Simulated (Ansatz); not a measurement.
Ansatz (an electronic-structure program) input file for C₄H₉O, SMILES C1CC[OH+]C1, charge +1, B3LYP-D3(BJ)/def2-SVP. 

Ansatz 0.2 input:
```yaml
crystal:
  periodic: [false, false, false]
  atoms:
    - {symbol: C, position_ang: [-0.00493760, -1.28416241, 0.09436373]}
    - {symbol: C, position_ang: [1.23935343, -0.37739318, 0.08307314]}
    - {symbol: C, position_ang: [0.68579995, 1.04349411, -0.08005015]}
    - {symbol: O, position_ang: [-0.74524247, 0.90342090, -0.36615738]}
    - {symbol: C, position_ang: [-1.14702297, -0.31308343, 0.34087931]}
    - {symbol: H, position_ang: [-0.12921423, -1.79346656, -0.86199987]}
    - {symbol: H, position_ang: [0.04901955, -2.04330145, 0.86982837]}
    - {symbol: H, position_ang: [1.91201787, -0.64489734, -0.72882474]}
    - {symbol: H, position_ang: [1.79594217, -0.46097452, 1.01344357]}
    - {symbol: H, position_ang: [1.15218255, 1.61664684, -0.88017703]}
    - {symbol: H, position_ang: [0.74646161, 1.61512844, 0.84842603]}
    - {symbol: H, position_ang: [-0.85609455, 0.74506370, -1.32639235]}
    - {symbol: H, position_ang: [-2.11812301, -0.63938421, -0.02855009]}
    - {symbol: H, position_ang: [-1.22940894, -0.03531263, 1.39390914]}
basis:
  gaussian:
    orbitals: def2-SVP
hamiltonian:
  xc: b3lyp
  dispersion: d3bj
total_charge: 1
relax: {f_tol: 0.002, max_steps: 200}
```

It prints:

```
[...]
integrals: 0.08 GiB planned
1309 factors; integrals over basis functions are off by at most 3.4e-4 eV
mean field: 0.50 GiB planned
mean field -6329.42363842 eV, -232.6020284743 hartree, gradient 8.3e-6 eV, S^2 0.000000; 0 other end points of the search recorded, 0 dependent functions left out
the calculation of the forces begins
reference -6329.42389567 eV, -232.6020379283 hartree; 20, 20 occupied and 95, 95 virtual orbitals, 1309 factors
relax step   3: F+E_penalty+E_count = -6329.88585776 eV  Δ(F+E_penalty+E_count) = -3.265e-2 eV  max|allowed force component| = 1.934e-1 eV/Å  Δτ_max = 0.0955 Å  (27 SCF iters, accepted)
these checks for a lower state are left out or cut short: starts, cluster_reference, orbital_swaps, neighbouring_geometries, increment
integrals: 0.08 GiB planned
1309 factors; integrals over basis functions are off by at most 3.4e-4 eV
mean field: 0.50 GiB planned
mean field evaluation 32: about -6329.4293 eV, gradient 1.1e-1 eV
mean field -6329.42929783 eV, -232.6022364539 hartree, gradient 7.6e-6 eV, S^2 0.000000; 0 other end points of the search recorded, 0 dependent functions left out
the calculation of the forces begins
reference -6329.42955516 eV, -232.6022459107 hartree; 20, 20 occupied and 95, 95 virtual orbitals, 1309 factors
relax step   4: F+E_penalty+E_count = -6329.89110975 eV  Δ(F+E_penalty+E_count) = -5.252e-3 eV  max|allowed force component| = 1.211e-1 eV/Å  Δτ_max = 0.0364 Å  (27 SCF iters, accepted)
these checks for a lower state are left out or cut short: starts, cluster_reference, orbital_swaps, neighbouring_geometries, increment
integrals: 0.08 GiB planned
1309 factors; integrals over basis functions are off by at most 3.4e-4 eV
mean field: 0.50 GiB planned
mean field -6329.44333138 eV, -232.6027521773 hartree, gradient 1.9e-5 eV, S^2 0.000000; 0 other end points of the search recorded, 0 dependent functions left out
the calculation of the forces begins
reference -6329.44358868 eV, -232.6027616330 hartree; 20, 20 occupied and 95, 95 virtual orbitals, 1309 factors
relax step   5: F+E_penalty+E_count = -6329.90443596 eV  Δ(F+E_penalty+E_count) = -1.333e-2 eV  max|allowed force component| = 2.534e-1 eV/Å  Δτ_max = 0.1315 Å  (25 SCF iters, accepted)
these checks for a lower state are left out or cut short: starts, cluster_reference, orbital_swaps, neighbouring_geometries, increment
integrals: 0.08 GiB planned
1309 factors; integrals over basis functions are off by at most 3.4e-4 eV
mean field: 0.50 GiB planned
mean field -6329.45984752 eV, -232.6033591345 hartree, gradient 1.6e-5 eV, S^2 0.000000; 0 other end points of the search recorded, 0 dependent functions left out
the calculation of the forces begins
reference -6329.46010540 eV, -232.6033686112 hartree; 20, 20 occupied and 95, 95 virtual orbitals, 1309 factors
relax step   6: F+E_penalty+E_count = -6329.91936854 eV  Δ(F+E_penalty+E_count) = -1.493e-2 eV  max|allowed force component| = 7.431e-1 eV/Å  Δτ_max = 0.1951 Å  (26 SCF iters, accepted)
these checks for a lower state are left out or cut short: starts, cluster_reference, orbital_swaps, neighbouring_geometries, increment
integrals: 0.08 GiB planned
1309 factors; integrals over basis functions are off by at most 3.4e-4 eV
mean field: 0.50 GiB planned
mean field -6329.47775836 eV, -232.6040173456 hartree, gradient 6.6e-6 eV, S^2 0.000000; 0 other end points of the search recorded, 0 dependent functions left out
the calculation of the forces begins
reference -6329.47801604 eV, -232.6040268152 hartree; 20, 20 occupied and 95, 95 virtual orbitals, 1309 factors
relax step   7: F+E_penalty+E_count = -6329.93742492 eV  Δ(F+E_penalty+E_count) = -1.806e-2 eV  max|allowed force component| = 5.532e-1 eV/Å  Δτ_max = 0.0560 Å  (27 SCF iters, accepted)
these checks for a lower state are left out or cut short: starts, cluster_reference, orbital_swaps, neighbouring_geometries, increment
integrals: 0.08 GiB planned
1309 factors; integrals over basis functions are off by at most 3.5e-4 eV
mean field: 0.50 GiB planned
mean field evaluation 64: about -6329.5145 eV, gradient 1.2e-5 eV
mean field -6329.51450770 eV, -232.6053678590 hartree, gradient 1.2e-5 eV, S^2 0.000000; 0 other end points of the search recorded, 0 dependent functions left out
the calculation of the forces begins
reference -6329.51476504 eV, -232.6053773159 hartree; 20, 20 occupied and 95, 95 virtual orbitals, 1309 factors
relax step   8: F+E_penalty+E_count = -6329.97494028 eV  Δ(F+E_penalty+E_count) = -3.752e-2 eV  max|allowed force component| = 2.743e-1 eV/Å  Δτ_max = 0.2000 Å  (26 SCF iters, accepted)
these checks for a lower state are left out or cut short: starts, cluster_reference, orbital_swaps, neighbouring_geometries, increment
integrals: 0.08 GiB planned
1309 factors; integrals over basis functions are off by at most 3.4e-4 eV
mean field: 0.50 GiB planned
mean field -6329.52316883 eV, -232.6056861497 hartree, gradient 1.5e-5 eV, S^2 0.000000; 0 other end points of the search recorded, 0 dependent functions left out
the calculation of the forces begins
reference -6329.52342548 eV, -232.6056955811 hartree; 20, 20 occupied and 95, 95 virtual orbitals, 1309 factors
relax step   9: F+E_penalty+E_count = -6329.98485567 eV  Δ(F+E_penalty+E_count) = -9.915e-3 eV  max|allowed force component| = 3.913e-1 eV/Å  Δτ_max = 0.2000 Å  (26 SCF iters, accepted)
these checks for a lower state are left out or cut short: starts, cluster_reference, orbital_swaps, neighbouring_geometries, increment
integrals: 0.08 GiB planned
1309 factors; integrals over basis functions are off by at most 3.4e-4 eV
mean field: 0.50 GiB planned
mean field -6329.54863836 eV, -232.6066221376 hartree, gradient 1.5e-5 eV, S^2 0.000000; 0 other end points of the search recorded, 0 dependent functions left out
the calculation of the forces begins
reference -6329.54889540 eV, -232.6066315838 hartree; 20, 20 occupied and 95, 95 virtual orbitals, 1309 factors
relax step  10: F+E_penalty+E_count = -6330.01005777 eV  Δ(F+E_penalty+E_count) = -2.520e-2 eV  max|allowed force component| = 1.195e-1 eV/Å  Δτ_max = 0.1529 Å  (27 SCF iters, accepted)
these checks for a lower state are left out or cut short: starts, cluster_reference, orbital_swaps, neighbouring_geometries, increment
integrals: 0.08 GiB planned
1309 factors; integrals over basis functions are off by at most 3.4e-4 eV
mean field: 0.50 GiB planned
mean field -6329.55219353 eV, -232.6067527877 hartree, gradient 7.0e-6 eV, S^2 0.000000; 0 other end points of the search recorded, 0 dependent functions left out
the calculation of the forces begins
reference -6329.55245088 eV, -232.6067622449 hartree; 20, 20 occupied and 95, 95 virtual orbitals, 1309 factors
relax step  11: F+E_penalty+E_count = -6330.01322997 eV  Δ(F+E_penalty+E_count) = -3.172e-3 eV  max|allowed force component| = 1.741e-2 eV/Å  Δτ_max = 0.0776 Å  (27 SCF iters, accepted)
these checks for a lower state are left out or cut short: starts, cluster_reference, orbital_swaps, neighbouring_geometries, increment
integrals: 0.08 GiB planned
1309 factors; integrals over basis functions are off by at most 3.4e-4 eV
mean field: 0.50 GiB planned
mean field -6329.55312140 eV, -232.6067868861 hartree, gradient 6.5e-6 eV, S^2 0.000000; 0 other end points of the search recorded, 0 dependent functions left out
the calculation of the forces begins
reference -6329.55337916 eV, -232.6067963587 hartree; 20, 20 occupied and 95, 95 virtual orbitals, 1309 factors
relax step  12: F+E_penalty+E_count = -6330.01371410 eV  Δ(F+E_penalty+E_count) = -4.841e-4 eV  max|allowed force component| = 8.604e-2 eV/Å  Δτ_max = 0.0732 Å  (27 SCF iters, accepted)
these checks for a lower state are left out or cut short: starts, cluster_reference, orbital_swaps, neighbouring_geometries, increment
integrals: 0.08 GiB planned
1309 factors; integrals over basis functions are off by at most 3.4e-4 eV
mean field: 0.50 GiB planned
mean field evaluation 96: about -6329.5521 eV, gradient 3.8e-5 eV
mean field -6329.55214920 eV, -232.6067511584 hartree, gradient 5.7e-6 eV, S^2 0.000000; 0 other end points of the search recorded, 0 dependent functions left out
the calculation of the forces begins
reference -6329.55240671 eV, -232.6067606220 hartree; 20, 20 occupied and 95, 95 virtual orbitals, 1309 factors
relax step  13: F+E_penalty+E_count = -6330.01270346 eV  Δ(F+E_penalty+E_count) = +1.011e-3 eV  max|allowed force component| = 2.164e-1 eV/Å  Δτ_max = 0.0218 Å  (27 SCF iters, rejected (line search))
these checks for a lower state are left out or cut short: starts, cluster_reference, orbital_swaps, neighbouring_geometries, increment
integrals: 0.08 GiB planned
1309 factors; integrals over basis functions are off by at most 3.4e-4 eV
mean field: 0.50 GiB planned
mean field -6329.55336747 eV, -232.6067959290 hartree, gradient 2.1e-5 eV, S^2 0.000000; 0 other end points of the search recorded, 0 dependent functions left out
the calculation of the forces begins
reference -6329.55362511 eV, -232.6068053974 hartree; 20, 20 occupied and 95, 95 virtual orbitals, 1309 factors
relax step  14: F+E_penalty+E_count = -6330.01401557 eV  Δ(F+E_penalty+E_count) = -3.015e-4 eV  max|allowed force component| = 6.127e-3 eV/Å  Δτ_max = 0.0046 Å  (21 SCF iters, accepted)
these checks for a lower state are left out or cut short: starts, cluster_reference, orbital_swaps, neighbouring_geometries, increment
integrals: 0.08 GiB planned
1309 factors; integrals over basis functions are off by at most 3.4e-4 eV
mean field: 0.50 GiB planned
mean field -6329.55337556 eV, -232.6067962263 hartree, gradient 2.6e-5 eV, S^2 0.000000; 0 other end points of the search recorded, 0 dependent functions left out
the calculation of the forces begins
reference -6329.55363321 eV, -232.6068056950 hartree; 20, 20 occupied and 95, 95 virtual orbitals, 1309 factors
relax step  15: F+E_penalty+E_count = -6330.01401913 eV  Δ(F+E_penalty+E_count) = -3.561e-6 eV  max|allowed force component| = 9.912e-4 eV/Å  Δτ_max = 0.0009 Å  (18 SCF iters, accepted)
integrals: 0.08 GiB planned
1309 factors; integrals over basis functions are off by at most 3.4e-4 eV
mean field: 0.50 GiB planned
mean field -6329.55337556 eV, -232.6067962263 hartree, gradient 2.6e-5 eV, S^2 0.000000; 1 other end points of the search recorded, 0 dependent functions left out
the calculation of the forces begins
reference -6329.55363321 eV, -232.6068056950 hartree; 20, 20 occupied and 95, 95 virtual orbitals, 1309 factors
Total energy: -6330.01427679 eV, -232.6237340342 hartree
Atom 0 at     0.065132    -1.300847     0.015448 Å, force    -0.000051    -0.000028    -0.000336 eV/Å
Atom 1 at     1.246325    -0.351049     0.281416 Å, force    -0.000213    -0.000119     0.000249 eV/Å
Atom 2 at     0.794365     0.966565    -0.311425 Å, force    -0.000278     0.000239    -0.000370 eV/Å
Atom 3 at    -0.681469     0.950879     0.025301 Å, force    -0.000078     0.000409    -0.000991 eV/Å
Atom 4 at    -1.163682    -0.463751     0.319683 Å, force     0.000087    -0.000280     0.000419 eV/Å
Atom 5 at     0.058589    -1.633228    -1.033784 Å, force    -0.000040    -0.000017     0.000042 eV/Å
Atom 6 at     0.097276    -2.194780     0.653750 Å, force     0.000096     0.000031     0.000029 eV/Å
Atom 7 at     2.175083    -0.695659    -0.194553 Å, force    -0.000018    -0.000032     0.000240 eV/Å
Atom 8 at     1.437120    -0.242756     1.359969 Å, force     0.000115    -0.000151    -0.000103 eV/Å
Atom 9 at     0.868818     1.011410    -1.406795 Å, force    -0.000011     0.000064    -0.000106 eV/Å
Atom 10 at     1.195260     1.872783     0.157151 Å, force     0.000195     0.000001     0.000378 eV/Å
Atom 11 at    -1.255415     1.487077    -0.553172 Å, force     0.000067    -0.000150     0.000323 eV/Å
Atom 12 at    -2.037681    -0.639595    -0.319295 Å, force     0.000210     0.000082     0.000063 eV/Å
Atom 13 at    -1.448989    -0.435270     1.378078 Å, force    -0.000081    -0.000049     0.000164 eV/Å
Dipole moment:    -0.312190     0.320328    -0.239222 e Å
```

The run converged.

Cost: roughly 70 core-seconds.
